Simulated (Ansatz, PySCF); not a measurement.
Noncovalent pair: C2H6 (SMILES CC) (first 8 atoms) with C3H6 (SMILES C=CC); geometry from B3LYP-D3(BJ)/def2-TZVP.
(charge 0, multiplicity 1):
```json
[
 {"atom": "C", "x (Å)": "0.4768", "y (Å)": "-0.5425", "z (Å)": "0.4855"},
 {"atom": "C", "x (Å)": "-0.5338", "y (Å)": "0.5985", "z (Å)": "0.5413"},
 {"atom": "H", "x (Å)": "0.2421", "y (Å)": "-1.2415", "z (Å)": "-0.3199"},
 {"atom": "H", "x (Å)": "0.4822", "y (Å)": "-1.1043", "z (Å)": "1.4206"},
 {"atom": "H", "x (Å)": "1.4886", "y (Å)": "-0.1697", "z (Å)": "0.3124"},
 {"atom": "H", "x (Å)": "-0.5574", "y (Å)": "1.1564", "z (Å)": "-0.3971"},
 {"atom": "H", "x (Å)": "-0.2915", "y (Å)": "1.3023", "z (Å)": "1.3393"},
 {"atom": "H", "x (Å)": "-1.5411", "y (Å)": "0.2241", "z (Å)": "0.7320"},
 {"atom": "C", "x (Å)": "-1.2721", "y (Å)": "-0.3660", "z (Å)": "4.1366"},
 {"atom": "C", "x (Å)": "0.0473", "y (Å)": "-0.4623", "z (Å)": "4.2356"},
 {"atom": "C", "x (Å)": "1.0081", "y (Å)": "0.6721", "z (Å)": "4.0771"},
 {"atom": "H", "x (Å)": "-1.7566", "y (Å)": "0.5810", "z (Å)": "3.9267"},
 {"atom": "H", "x (Å)": "-1.9153", "y (Å)": "-1.2279", "z (Å)": "4.2585"},
 {"atom": "H", "x (Å)": "0.4874", "y (Å)": "-1.4343", "z (Å)": "4.4437"},
 {"atom": "H", "x (Å)": "1.6956", "y (Å)": "0.4884", "z (Å)": "3.2463"},
 {"atom": "H", "x (Å)": "0.4881", "y (Å)": "1.6122", "z (Å)": "3.8889"},
 {"atom": "H", "x (Å)": "1.6232", "y (Å)": "0.7936", "z (Å)": "4.9732"}
]
```

Interaction energies are E(AB) − E(A) − E(B) at the monomers' geometry in the complex; basis-set methods are counterpoise corrected.

Cores are frozen in the correlated methods.

The values were computed with Ansatz (Gaussian orbitals); PySCF for the dispersion terms. Each number belongs to the level named beside it.

### Question
Give the interaction energy at the level BLYP/def2-TZVPPD.

### Answer
1.6 kcal/mol

Ansatz is a program for electronic structure.
